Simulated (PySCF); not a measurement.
All of these have the formula C5H10P2. Theory: TDDFT CAM-B3LYP/def2-SVPD, vertical, gas phase, core orbitals frozen in the response (PySCF). Geometries: GFN2-xTB; one conformer of each isolated species. Triplets are in the Tamm–Dancoff approximation.

A. `PCP(CC#C)C`
B. `PPC1=CCCC1`
C. `C1CP(P)CC=1C`
D. `C=C/C=P/P(C)C`

Lowest singlet levels (six at most, fewer where fewer were computed) with oscillator strengths:

1. 6.21 eV (f 0.086); 6.41 eV (f 0.040); 6.53 eV (f 0.012); 6.57 eV (f 0.037); 6.68 eV (f 0.022); 6.76 eV (f 0.018); T1 5.27 eV
2. 5.56 eV (f 0.143); 5.73 eV (f 0.011); 6.12 eV (f 0.014); 6.20 eV (f 0.051); 6.43 eV (f 0.022); 6.51 eV (f 0.006); T1 4.33 eV
3. 3.37 eV (f 0.036); 4.37 eV (f 0.501); 5.19 eV (f 0.085); 5.57 eV (f 0.077); 5.82 eV (f 0.012); 6.11 eV (f 0.127); T1 2.01 eV
4. 5.34 eV (f 0.108); 5.70 eV (f 0.053); 5.92 eV (f 0.021); 6.31 eV (f 0.011); 6.49 eV (f 0.205); 6.66 eV (f 0.169); T1 4.08 eV

Question: Which spectrum belongs to which structure?

Answer: 1 = A, 2 = C, 3 = D, 4 = B.
- A: S1 at 6.21 eV, HOMO→LUMO (74%), HOMO→LUMO+1 (13%); Löwdin shares by element: HOMO phosphorus 60%, carbon 19% or more (atoms not listed hold the other 21%); LUMO phosphorus 21% or more, hydrogen 18% or more, carbon 17% or more (atoms not listed hold the other 45%); HOMO -7.92 and LUMO 1.07 eV.
- B: S1 at 5.34 eV, HOMO→LUMO (92%); Löwdin shares by element: HOMO phosphorus 71%, carbon 13% or more (atoms not listed hold the other 16%); LUMO carbon 39% or more, phosphorus 38% (atoms not listed hold the other 24%); HOMO -7.61 and LUMO 0.82 eV.
- C: S1 at 5.56 eV, HOMO→LUMO (83%); Löwdin shares by element: HOMO phosphorus 78%, carbon 10% or more; LUMO phosphorus 41%, carbon 16% or more (atoms not listed hold the other 43%); HOMO -7.49 and LUMO 1.06 eV.
- D: S1 at 3.37 eV, HOMO→LUMO (66%), HOMO-1→LUMO (29%); Löwdin shares by element: HOMO phosphorus 55%, carbon 22% or more (atoms not listed hold the other 22%); LUMO carbon 47% or more, phosphorus 36% or more (atoms not listed hold the other 18%); HOMO -7.41 and LUMO -1.12 eV.
